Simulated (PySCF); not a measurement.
Compound: [TaCl6]- (charge -1 and singlet state).
Structure used (PBE0-D3(BJ)/def2-SVP), in Å, numbered top down from 1:
```xyz
7
TaCl6 angstrom
Ta     0.0003    0.0001   -0.0003
Cl    -0.0143   -0.0046    2.3703
Cl     0.0242    0.0142   -2.3707
Cl     2.3708    0.0031    0.0168
Cl    -2.3703   -0.0129   -0.0207
Cl    -0.0124    2.3706    0.0112
Cl     0.0017   -2.3705   -0.0066
```

Method: PBE0-D3(BJ)/def2-SVP geometry optimisation, gas phase, def2 core potentials past Kr (PySCF 2.14.0).

**Question.** Which atoms are bound to Ta1, and at what distances?

**Answer.** 6 atoms: Cl3 2.371 Å, Cl4 2.371 Å, Cl6 2.371 Å, Cl7 2.371 Å, Cl5 2.371 Å, Cl2 2.371 Å.

**Question.** List the angles at Ta1.

**Answer.** 
```json
{"angle": "Cl4–Ta1–Cl5", "degrees": "179.7", "distance of the outer atoms (Å)": "4.74"}
{"angle": "Cl6–Ta1–Cl7", "degrees": "179.7", "distance of the outer atoms (Å)": "4.74"}
{"angle": "Cl2–Ta1–Cl3", "degrees": "179.7", "distance of the outer atoms (Å)": "4.74"}
{"angle": "Cl4–Ta1–Cl6", "degrees": "90.2", "distance of the outer atoms (Å)": "3.36"}
{"angle": "Cl3–Ta1–Cl7", "degrees": "90.2", "distance of the outer atoms (Å)": "3.36"}
{"angle": "Cl2–Ta1–Cl5", "degrees": "90.1", "distance of the outer atoms (Å)": "3.36"}
{"angle": "Cl3–Ta1–Cl5", "degrees": "90.1", "distance of the outer atoms (Å)": "3.36"}
{"angle": "Cl4–Ta1–Cl7", "degrees": "90.0", "distance of the outer atoms (Å)": "3.35"}
{"angle": "Cl2–Ta1–Cl7", "degrees": "90.0", "distance of the outer atoms (Å)": "3.35"}
{"angle": "Cl5–Ta1–Cl6", "degrees": "90.0", "distance of the outer atoms (Å)": "3.35"}
{"angle": "Cl3–Ta1–Cl6", "degrees": "89.9", "distance of the outer atoms (Å)": "3.35"}
{"angle": "Cl2–Ta1–Cl4", "degrees": "89.9", "distance of the outer atoms (Å)": "3.35"}
{"angle": "Cl3–Ta1–Cl4", "degrees": "89.8", "distance of the outer atoms (Å)": "3.35"}
{"angle": "Cl2–Ta1–Cl6", "degrees": "89.8", "distance of the outer atoms (Å)": "3.35"}
{"angle": "Cl5–Ta1–Cl7", "degrees": "89.7", "distance of the outer atoms (Å)": "3.34"}
```

**Question.** What is the shape at Ta1?

**Answer.** Octahedral: the three widest angles are 179.7°, 179.7° and 179.7°, the others run from 89.7° to 90.2°.

**Question.** What are the rotational constants (commonest isotopes, rigid rotor)?

**Answer.** A = 643.1, B = 642.9, C = 642.8 MHz: a spherical top.

Point group: Oh (tolerance 0.08 Å). Charge -1, singlet. The geometry's basis has no diffuse functions, a weakness for an anion. Stationary, but not proved a minimum.

On an AMD EPYC 9R45 with 2 threads, no GPU, shared host with 96 logical CPUs at a one-minute load of 51, this took 31 s wall, 84 s CPU and 0.62 GiB of memory at its peak. This is the geometry optimisation.
